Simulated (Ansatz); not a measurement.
**Molecular dynamics of Cl2FHHfO**

Input file:

```yaml
crystal:
  periodic: [false, false, false]
  atoms:
    - { symbol: Hf, position_ang: [-0.081348, -0.116551, 0.022404] }
    - { symbol: Cl, position_ang: [0.000323, -0.036278, 2.381075] }
    - { symbol: F, position_ang: [1.686403, 0.105083, -0.67331] }
    - { symbol: O, position_ang: [-1.177932, 1.298115, -0.626064] }
    - { symbol: H, position_ang: [-1.708075, 2.027973, -0.971362] }
    - { symbol: Cl, position_ang: [-0.946972, -2.187141, -0.712244] }
basis:
  gaussian: { orbitals: def2-SVP }
hamiltonian:
  xc: pbe
  dispersion: d4
md:
  timestep: 0.5
  n_steps: 100
  ensemble: nvt_nose_hoover
  temperature: 1500.0
  initial_velocities: maxwell_boltzmann
  seed: 628162
```

Launched with:

```bash
$ ansatz run input.yaml --threads 2 --pin off --max-ram 3072MiB --backend cpu --events-out ev --progress --plain --runs-dir out
```

It starts from a relaxed structure.

Output, in part (step lines, the closing report, with atoms numbered from 0):

```
md step     0: t =     0.00 fs  T =  1500.0 K  F+E_penalty+E_count = -31115.14980313 eV  E_kin = 0.775560 eV  conserved = -31114.37424314 eV  (27 SCF iters)
[... lines left out ...]
Total energy: -31114.73708215 eV, -1143.4454974428 hartree
Atom 0 at    -0.074047    -0.061109    -0.022356 Å, force     0.070726    -0.930341    -0.113775 eV/Å
Atom 1 at    -0.161200    -0.194500     2.286803 Å, force     0.268743     0.098019     0.682933 eV/Å
Atom 2 at     1.691543    -0.120318    -0.784334 Å, force    -0.032642     0.360903     0.095666 eV/Å
Atom 3 at    -1.167143     1.465055    -0.349189 Å, force    -2.171704     2.921926    -0.864339 eV/Å
Atom 4 at    -1.794212     2.303649    -0.489608 Å, force     2.062133    -2.775244     0.438085 eV/Å
Atom 5 at    -0.827385    -2.270445    -0.471765 Å, force    -0.197256     0.324737    -0.238569 eV/Å
Dipole moment:    -0.343287     0.703517    -0.228497 e Å
```

The steps, from the saved trajectory:

```
time (fs)  T (K)  potential energy less start (eV)  conserved less start (meV/atom)
      0.0   1500                             0.000                             0.00
      1.5   1087                             0.223                             1.53
      3.0   1375                             0.066                             0.15
      4.5   1301                             0.107                             0.63
      6.0    904                             0.316                             1.25
      7.5   1091                             0.218                             0.93
      9.0   1355                             0.076                            -0.03
     10.5    874                             0.335                             1.63
     12.0   1180                             0.168                             0.10
     13.5   1047                             0.240                             0.71
     15.0    668                             0.440                             1.24
     16.5    850                             0.345                             0.92
     18.0   1069                             0.226                             0.01
     19.5    570                             0.495                             1.61
     21.0    887                             0.323                             0.15
     22.5    815                             0.364                             0.68
     24.0    452                             0.556                             1.24
     25.5    618                             0.469                             0.98
     27.0    888                             0.325                             0.07
     28.5    443                             0.565                             1.52
     30.0    763                             0.393                             0.22
     31.5    786                             0.385                             0.60
     33.0    426                             0.576                             1.24
     34.5    592                             0.490                             1.04
     36.0    956                             0.298                             0.10
     37.5    589                             0.498                             1.44
     39.0    882                             0.341                             0.28
     40.5    922                             0.324                             0.56
     42.0    533                             0.532                             1.25
     43.5    704                             0.444                             1.06
     45.0   1106                             0.233                             0.06
     46.5    733                             0.438                             1.50
     48.0   1009                             0.290                             0.22
     49.5    964                             0.319                             0.60
```

The run went to its last step. The conserved energy stayed within 1.8 meV per atom of its start (net change 0.95 meV per atom), so the integration is sound. The mean temperature of the second half is 49 % below the set value. A run of 0.05 ps of so small a system gives no equilibrium averages.

The same pairs are bonded in the first frame and the last. Pairs count as bonded within 1.25 times the sum of covalent radii (0.12 Å more for H–H).

Last frame:

```xyz
6
Properties=species:S:1:pos:R:3
Hf -0.074 -0.061 -0.022
Cl -0.161 -0.195 2.287
F 1.692 -0.120 -0.784
O -1.167 1.465 -0.349
H -1.794 2.304 -0.490
Cl -0.827 -2.270 -0.472
```

Time of the run: 3.6 min on 2 threads of Arm Neoverse V1 (shared host), peak memory 0.18 GiB.
